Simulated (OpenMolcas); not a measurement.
## N2+: from CASSCF to CASPT2

```
Program             : OpenMolcas 26.06
Basis               : ANO-RCC-VTZP [4s3p2d1f]
Scalar Hamiltonian  : DKH2, point nucleus
Active space        : 3 electrons in 8 orbitals (2s 2p 3s 3p)
State averaging     : 2S+1 = 4 odd, 1 root; 2S+1 = 2 odd, 11 roots; 2S+1 = 4 even, 3 roots; 2S+1 = 2 even, 9 roots
Spin-orbit coupling : RASSI with atomic mean-field integrals over the reference wave functions, term energies averaged over their components
```

Methods on the same reference wave functions:
A. CASSCF
B. SS-CASPT2, IPEA 0.25 Eh, imaginary shift 0.1 Eh (closed shells correlated: 1s)
C. MS-CASPT2, IPEA 0.25 Eh, imaginary shift 0.1 Eh (closed shells correlated: 1s)
D. XMS-CASPT2, IPEA 0.25 Eh, imaginary shift 0.1 Eh (closed shells correlated: 1s)

Energies in cm-1 above 2s2 2p 2P* 1/2, the measured ground level; measured values from Moore, Selected Tables of Atomic Spectra, NSRDS-NBS 3, section 5.

```tsv
Level	A	B	C	D	Measured
2s2 2p 2P* 1/2	0.0	0.0	0.0	0.0	0.0
2s2 2p 2P* 3/2	168	168	168	168	174
2s 2p2 4P 1/2	51737	55760	55780	56870	
2s 2p2 4P 3/2	51795	55820	55830	56920	57247
2s 2p2 4P 5/2	51890	55910	55930	57020	57328
2s 2p2 2D 3/2	106040	101010	101020	101120	101031
2s 2p2 2D 5/2	106045	101010	101030	101130	101024
2s 2p2 2S 1/2	132570	131530	131550	132800	131004
2s 2p2 2P 1/2	155276	147420	147440	148020	145876
2s 2p2 2P 3/2	155392	147540	147560	148140	145986
2p3 4S* 3/2	183804	185820	185840	187090	186797
2p3 2D* 3/2	212344	204420	204440	203840	203089
2p3 2D* 5/2	212347	204420	204440	203840	203075
2p3 2P* 1/2	238960	231420	231450	231850	230404
2p3 2P* 3/2	238977	231430	231470	231870	230409
```

Deviations, from unrounded energies. A percentage is the sum of absolute deviations over the sum of measured energies, with the sign that they share, or ± where signs differ.

```csv
Against measurement,Levels,A,B,C,D
mean absolute deviation (cm-1),13,6100,940,950,890
fine structure of the ground term (%),1,-3.9,-3.9,-3.5,-3.6
other configurations (%),12,±4.5,±0.7,±0.7,±0.6
```

B, D lie about equally close to measurement and A furthest from it. The largest miss of D in the table is 2s 2p2 2P 3/2, by +2100 cm-1. The ranking rests on the paired levels alone, and a cruder setting can come out closer through cancelling errors.

Among B to D the level of the table that moves most is 2p3 4S* 3/2, by 1300 cm-1 (lowest in B, highest in D). Moves below CASPT2's spread within the term are not significant.

The mean deviations of B to D differ by less than CASPT2's widest spread within a term (710 cm-1), so their order carries little weight.

The lowest spin-free term lies below A's lowest term by 0.036 hartree in B, 0.036 hartree in C, 0.042 hartree in D.

CASPT2 breaks the degeneracy within a term, and the mean is taken; among the terms shown or strongly mixed into the levels shown the widest spread is 710 cm-1 (2p3 2D*, D). Active for correlation alone: 3p 3s; no level in the range computed is led by a configuration that fills them, so any true level of that kind is missing. Computed and measured levels are paired by configuration, term and J; levels that our copy of the source lacks, or whose pairing is in doubt (as where it misses far off the trend of its configuration), stay unpaired and out of the deviations. Levels of configurations outside the active space are missing.

* marks odd parity.
